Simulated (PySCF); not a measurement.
**NSe₃⁻, singlet: data card**

Method: PBE0 in PySCF with N def2-TZVPD, Se def2-TZVPD; no relativity; density-fitted integrals.

The structure is a minimum.

```
Point group                                                                   : D3h
Bond lengths                                                                  : N–Se 1.821 Å (×3)
Bond angles                                                                   : Se–N–Se 120.0° (×3)
Rotational constants                                                          : 0.04239, 0.04239, 0.02119 cm⁻¹
Lowest empty level                                                            : 0.78 eV
Rotational symmetry number                                                    : 6
Entropy at 298.15 K and 1 bar                                                 : 321.0 J/(mol K)
Dipole moment about the centre of mass                                        : 0.00 D
Heat capacity Cp at 298.15 K                                                  : 68.3 J/(mol K)
Highest occupied level                                                        : -1.12 eV
Principal polarisabilities                                                    : 84.0, 168.4, 168.4 bohr³
Enthalpy at 298.15 K above 0 K                                                : 15.47 kJ/mol
Zero-point energy                                                             : 15.2 kJ/mol
Principal quadrupole moments (Buckingham, traceless) about the centre of mass : -5.02, -5.02, 10.04 D Å
```

Harmonic modes (masses in u: N 14.003, Se 79.917):
| symmetry | ω (cm⁻¹) | IR (km/mol, summed over degenerate members) | μ (u) |
| --- | --- | --- | --- |
| e' | 174 | 4.0 | 71.22 |
| a1' | 306 | 0.0 | 79.92 |
| a2'' | 401 | 18.2 | 14.67 |
| e' | 746 | 309 | 15.01 |

In D3h the vibrations span 2e' + a1' + a2''. The a1' mode carries no infrared intensity, as symmetry demands.

Charges (e); Mulliken and Löwdin values are unreliable with diffuse functions:
| atom | Mulliken | Löwdin | polar tensor | Mayer order to N1 |
| --- | --- | --- | --- | --- |
| N1 | -0.14 | -1.72 | 0.71 | – |
| Se2,3,4 | -0.29 | 0.24 | -0.57 | 1.28 |

Mulliken populations on N1: s 3.31, p 3.49, d 0.34, f 0.00.

Counting electrons, nitrogen keeps none of its valence electrons outside its bonds, so the VSEPR class is AX3 and the expected shape is trigonal planar (D3h), as computed.

Other isomers or separated fragments may lie lower. The lowest empty level of this anion is unbound, so it and the gap depend on the basis.

The final relaxation and frequency run took of the order of 9 core-minutes on a shared host.
